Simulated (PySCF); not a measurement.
# Electron correlation in Tc⁺ (technetium, charge +1)

[Kr] 4d5 5s1, high-spin 7S determinant. Calculation: PySCF 2.14, in dyall-av2z (22s15p11d2f, 136 functions); the non-relativistic Hamiltonian (point nucleus). Frozen: [Kr]; 6 electrons correlated; the 54 highest virtual orbitals of each spin left out.

MP2 pair energies summed by pair of shells (mhartree):

```csv
pair,energy,share (%)
4d-4d,-49.15,73.9
4d-5s,-17.35,26.1
```

Total MP2 correlation energy: -66.49 mhartree.

Same-spin part -66.49 and opposite-spin part 0.00 mhartree; SCS-MP2 scales them by 1/3 and 6/5 to -22.16 mhartree.
